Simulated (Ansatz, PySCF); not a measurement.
C4H3N2, SMILES [c]1cnccn1, multiplicity 2. Atoms are numbered in the order given.

```xyz
9

C      1.2634     0.5280     0.0000
N      1.1841    -0.7591     0.0000
C     -0.0343    -1.3245     0.0000
C     -1.1652    -0.5014     0.0000
N     -1.0716     0.8318     0.0000
C      0.1482     1.3773     0.0000
H     -0.1064    -2.4181     0.0000
H     -2.1731    -0.9341     0.0000
H      0.2250     2.4696     0.0000
```
Charge 0, spin multiplicity 2.

Geometry optimised at r2SCAN-D4/def2-SVP. The isomer is the one that the SMILES or the coordinates give; other isomers of the formula were not compared.

Two levels are set side by side: PBE-D3(BJ)/def2-SVP (Ansatz, a quantum-chemistry and plane-wave program) and r2SCAN-D4/def2-SVP (Ansatz). Each level has its own optimised geometry; the coordinates shown are those of the second. Frequencies come from the Hessian of PySCF at each geometry. Differences are taken from unrounded values.

| quantity | r2SCAN-D4 |
|---|---|
| mean bond length (Å) | 1.266 |
| bond C1–N2 (Å) | 1.290 |
| bond C1–C6 (Å) | 1.402 |
| bond N2–C3 (Å) | 1.343 |
| bond C3–C4 (Å) | 1.399 |
| bond C4–N5 (Å) | 1.336 |
| bond N5–C6 (Å) | 1.336 |
| bond C3–H7 (Å) | 1.096 |
| bond C4–H8 (Å) | 1.097 |
| bond C6–H9 (Å) | 1.095 |
| highest harmonic wavenumber (cm⁻¹) | 3190 |
| mean harmonic wavenumber (cm⁻¹) | 1335 |
| zero-point energy (kcal/mol) | 40.07 |

What does PBE-D3(BJ) give, and how far is it from r2SCAN-D4? (The exact figures need the calculation; the answer reports its results.)


| quantity | PBE-D3(BJ) | PBE-D3(BJ) minus r2SCAN-D4 |
|---|---|---|
| mean bond length (Å) | 1.272 | 0.007 |
| bond C1–N2 (Å) | 1.294 | 0.004 |
| bond C1–C6 (Å) | 1.412 | 0.010 |
| bond N2–C3 (Å) | 1.348 | 0.005 |
| bond C3–C4 (Å) | 1.405 | 0.007 |
| bond C4–N5 (Å) | 1.342 | 0.006 |
| bond N5–C6 (Å) | 1.342 | 0.006 |
| bond C3–H7 (Å) | 1.103 | 0.007 |
| bond C4–H8 (Å) | 1.104 | 0.007 |
| bond C6–H9 (Å) | 1.102 | 0.007 |
| highest harmonic wavenumber (cm⁻¹) | 3118 | -71 |
| mean harmonic wavenumber (cm⁻¹) | 1300 | -35 |
| zero-point energy (kcal/mol) | 39.03 | -1.04 |
